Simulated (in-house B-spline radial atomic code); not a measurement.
## RPA and G0W0 on r2SCAN: Al IV (Al3+)

Configuration [He] 2s2 2p6, mean-field start r2SCAN. Computed with an all-electron radial atomic-structure program (B-spline basis): all electrons, scalar-relativistic (spin-free one-electron X2C), finite nucleus, each spin shell either full or empty, empty states to l = 9 with an (l + 1/2)⁻⁴ tail; G0W0 by contour deformation at full frequency.

Command:
```bash
python run_gw.py task.json out
```
Settings (radii: box in bohr, nucleus in fm):
```
Z                        13
electrons                10
configuration            [He] 2s2 2p6
hamiltonian              x2c
method                   r2scan
lmax                     9
rms_radius               3.061
spin_polarised           False
box_radius               14.14
intervals                70
```

Run time, properties included: 1.3 s on 1 thread of Arm Neoverse N1 (shared host).

Energies (hartree):

| term | value |
| --- | --- |
| mean-field total | -240.83137 |
| Hartree-Fock functional on these orbitals | -240.43108 |
| direct second order | -0.67289 |
| second-order exchange | 0.23827 |
| SOSEX correction | 0.21982 |

Question: What is the RPA correlation energy, and what remains with SOSEX?

Answer: RPA gives -0.59983 hartree (-1.63 eV per electron); RPA + SOSEX gives -0.38001, and the second-order doubles -0.43462 hartree (no singles). SOSEX takes back 37 % of the RPA value.

Quasi-particle levels (eV):

```tsv
level	occupied	mean field	Σx - vxc	Σc	QP weight	G0W0
2p	yes	-105.72	-16.11	?	?	?
2s	yes	-146.05	-21.88	5.51	0.928	-162.41
3s	no	-30.02	2.14	-0.48	0.996	-28.351
```

G0W0 = mean field + (Σx - vxc) + Σc, with Σc (partial-wave tail included) taken at the quasi-particle energy. Levels of low weight are left out.

Question: Where does G0W0 put 2p?

Answer: At -119.68 eV, with Σc = 2.15 eV and a quasi-particle weight of 0.959. The tabulated removal energy is 119.992 ± 0.0019 eV (NIST, measured); the calculation leaves out spin-orbit coupling, Breit and QED terms, and what these don't explain is the method's own error.
